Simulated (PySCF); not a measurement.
# What a mistake does to a calculation on GeH5N2Si

These are calculations, not measurements. The program is PySCF 2.14.0, an open-source quantum chemistry code, run on an isolated molecule that a program drew, which may never have been made. The molecule is GeH5N2Si (charge 0, doublet), drawn as the SMILES string `[NH2][GeH][N]=[SiH2]`.

Each row is a Hartree-Fock (HF) and frozen-core CCSD(T) single point in the cc-pV(D+d)Z basis, meant for a local HF minimum. Run 1 is clean. Each other run has one planted mistake out of seven kinds, and not every kind appears here: one electron removed, one electron added, multiplicity raised by two, geometry at a saddle point, minimal basis STO-3G, one bond length entered in bohr, all coordinates scaled. The reference is restricted for singlets and unrestricted otherwise, and also for a bond in bohr. Adding or removing an electron swaps singlet and doublet. Electrons count all cores. HOMO and LUMO are orbital energies over both spins, the gradient is its largest component, and the lowest frequency (negative if imaginary) is given only where the gradient is small. Bond lengths are over the 8 bonds as drawn. T1 is the CCSD diagnostic: over 0.02 (restricted) or 0.045 (unrestricted) a single reference is doubtful. Germanium has the cc-pVDZ-PP basis, with a core potential (ECP10MDF) in place of its 10 inner electrons, and its 3s, 3p and 3d shells are frozen in CCSD(T).

Geometry of the clean run:
```xyz
9
GeH5N2Si, angstrom
N     1.9857    0.4409    1.9468
Ge    0.9748    1.7972    1.1860
N    -0.0914    1.1404   -0.1179
Si   -0.3342   -0.0425   -1.1198
H     2.4990    0.7319    2.7629
H     2.6409    0.0091    1.3163
H     0.1098    2.3829    2.3210
H    -1.3994    0.0070   -2.1339
H     0.4407   -1.2961   -1.2213
```

```
run,electrons,basis functions,<S^2>,HOMO (eV),LUMO (eV),gradient (hartree/bohr),lowest frequency (cm^-1),mean bond (Å),longest bond (Å),T1,HF (hartree),CCSD(T) (hartree),mistake
1,65,99,0.805,-7.57,1.46,9.9e-06,57,1.4671,1.855,0.0236,-694.07966,-694.65298,no fault
2,65,99,0.841,-7.68,1.42,1.2e-02,-,1.4906,1.884,0.0273,-694.07730,-694.65489,all coordinates scaled
3,65,99,1.592,-7.85,1.20,2.0e-02,-,1.5791,1.903,0.0571,-693.95160,-694.51459,one bond length entered in bohr
4,65,99,3.785,-5.86,0.42,1.1e-01,-,1.4671,1.855,0.0239,-693.98532,-694.51843,multiplicity raised by two
5,64,99,0.000,-15.46,-5.67,8.4e-02,-,1.4671,1.855,0.0235,-693.83487,-694.40768,?
6,66,99,0.000,-0.18,6.50,6.8e-02,-,1.4671,1.855,0.0270,-694.04767,-694.66094,?
```

**Which mistake was planted in run 5, and what did it cost?**

It counts 64 electrons, one fewer than the clean run, at the same geometry and basis. So the mistake is: one electron removed. Subtracting run 1 and multiplying by 627.51 kcal/mol a hartree, the energy moved by 153.6 kcal/mol in HF and 153.9 kcal/mol in CCSD(T).

**Which mistake was planted in run 6, and what did it cost?**

It counts 66 electrons, one more than the clean run, at the same geometry and basis. So the mistake is: one electron added. Subtracting run 1 and multiplying by 627.51 kcal/mol a hartree, the energy moved by 20.1 kcal/mol in HF and -5.0 kcal/mol in CCSD(T).

Cautions from the logs. Run 3: T1 is over the limit, so its CCSD(T) energy is less reliable; run 5: T1 is over the limit, so its CCSD(T) energy is less reliable; run 6: T1 is over the limit, so its CCSD(T) energy is less reliable.
